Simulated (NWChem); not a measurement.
System: C2H6BBr; SMILES B(C)(Br)C

Input file for NWChem:

```
start job
memory heap 200 mb stack 900 mb global 1100 mb
geometry units angstroms noautoz
  B     -0.000767     0.894527     0.003027
  Br     0.000370    -1.041371     0.008302
  C     -1.377344     1.630550    -0.059975
  H     -1.305451     2.604332    -0.569859
  H     -1.660078     1.854528     0.987083
  H     -2.194692     1.037959    -0.492567
  C      1.378103     1.627403     0.062462
  H      1.301132     2.637702     0.493551
  H      1.708601     1.760668    -0.985947
  H      2.169693     1.059887     0.571062
end
basis spherical
  * library 3-21g
end
dft
  xc b3lyp
  iterations 150
  mulliken
end
task dft energy
```

Parts of the log:

```
             Northwest Computational Chemistry Package (NWChem) 7.3.0
             --------------------------------------------------------

 C1  symmetry detected

                             Geometry "geometry" -> ""
                             -------------------------

 Output coordinates in angstroms (scale by  1.889725989 to convert to a.u.)

  No.       Tag          Charge          X              Y              Z
 ---- ---------------- ---------- -------------- -------------- --------------
    1 B                    5.0000    -0.00061026     0.91992022    -0.00005152
    2 Br                  35.0000    -0.00099887    -1.01598526     0.00001384
    3 C                    6.0000    -1.37794103     1.65719679    -0.00687449
    4 H                    1.0000    -1.32529500     2.63229437    -0.51659480
    5 H                    1.0000    -1.61905649     1.87857106     1.05109143
    6 H                    1.0000    -2.21220739     1.06642077    -0.40854726
    7 C                    6.0000     1.38018578     1.65154466     0.00703284
    8 H                    1.0000     1.32114071     2.66073691     0.44350850
    9 H                    1.0000     1.66929475     1.78737793    -1.05321018
   10 H                    1.0000     2.19066673     1.08203345     0.48257538

 Effective nuclear repulsion energy (a.u.)     214.7040175819

                                 NWChem DFT Module
                                 -----------------

 Summary of "ao basis" -> "ao basis" (spherical)
 ------------------------------------------------------------------------------
       Tag                 Description            Shells   Functions and Types
 ---------------- ------------------------------  ------  ---------------------
 B                           3-21g                   5        9   3s2p
 Br                          3-21g                  10       22   5s4p1d
 C                           3-21g                   5        9   3s2p
 H                           3-21g                   2        2   2s

            General Information
            -------------------
          SCF calculation type: DFT
          Wavefunction type:  closed shell.
          No. of atoms     :    10
          No. of electrons :    58
           Alpha electrons :    29
            Beta electrons :    29
          Charge           :     0
          Spin multiplicity:     1
          Use of symmetry is: off; symmetry adaption is: off
          Maximum number of iterations: 150
          AO basis - number of functions:    61
                     number of shells:    37
          Convergence on energy requested:  1.00D-06
          Convergence on density requested:  1.00D-05
          Convergence on gradient requested:  5.00D-04

              XC Information
              --------------
                         B3LYP Method XC Potential
                     Hartree-Fock (Exact) Exchange  0.200
                        Slater Exchange Functional  0.800 local
                    Becke 1988 Exchange Functional  0.720 non-local
              Lee-Yang-Parr Correlation Functional  0.810
                  VWN I RPA Correlation Functional  0.190 local

             Grid Information
             ----------------
          Grid used for XC integration:  medium
          Radial quadrature: Mura-Knowles
          Angular quadrature: Lebedev.
          Tag              B.-S. Rad. Rad. Pts. Rad. Cut. Ang. Pts.
          ---              ---------- --------- --------- ---------
          B                   0.85       49           7.0       434
          Br                  1.15      112          10.0       590
          C                   0.70       49          10.0       434
          H                   0.35       45          11.0       434
          Grid pruning is: on
          Number of quadrature shells:   529
          Spatial weights used:  Erf1

      Superposition of Atomic Density Guess
      -------------------------------------

 Sum of atomic energies:       -2662.34347416

      Non-variational initial energy
      ------------------------------

 Total energy =   -2664.394630
 1-e energy   =   -4133.027568
 2-e energy   =    1253.928921
 HOMO         =      -0.333825
 LUMO         =       0.036348

     ---------------------------------------------
      Total Density - Mulliken Population Analysis
     ---------------------------------------------

    Atom       Charge   Shell Charges
 -----------   ------   -------------------------------------------------------
    1 B    5     4.12   1.99  0.45  0.89  0.48  0.32
    2 Br  35    35.28   2.00  2.00  5.99  2.00  5.97  0.77  2.41  1.19  2.95 10.00
    3 C    6     7.11   1.99  0.40  1.65  1.20  1.86
    4 H    1     0.74   0.40  0.33
    5 H    1     0.72   0.39  0.33
    6 H    1     0.74   0.41  0.33
    7 C    6     7.11   1.99  0.40  1.65  1.20  1.86
    8 H    1     0.74   0.41  0.33
    9 H    1     0.72   0.39  0.33
   10 H    1     0.73   0.41  0.33

   convergence    iter        energy       DeltaE   RMS-Dens  Diis-err
 ---------------- ----- ----------------- --------- --------- ---------
 d= 0,ls=0.0,diis     1  -2665.9061081656 -2.88D+03  1.46D-02  4.25D-01
 d= 0,ls=0.0,diis     2  -2665.9359088802 -2.98D-02  1.06D-02  1.22D-01
 d= 0,ls=0.0,diis     3  -2665.9502369476 -1.43D-02  3.90D-03  3.75D-02
 d= 0,ls=0.0,diis     4  -2665.9569731508 -6.74D-03  4.44D-04  8.24D-04
 d= 0,ls=0.0,diis     5  -2665.9570721314 -9.90D-05  1.31D-04  5.37D-05
  Resetting Diis
 d= 0,ls=0.0,diis     6  -2665.9570794685 -7.34D-06  1.92D-05  9.59D-07
 d= 0,ls=0.0,diis     7  -2665.9570796086 -1.40D-07  8.99D-06  4.57D-08

         Total DFT energy =    -2665.957079608615
      One electron energy =    -4137.334606049889
           Coulomb energy =     1365.230076029861
    Exchange-Corr. energy =     -108.556567170462
 Nuclear repulsion energy =      214.704017581875

 Numeric. integr. density =       57.999985104380

[...]
```

Level: B3LYP/3-21G. Geometry: optimised at PBE0/def2-SVP.
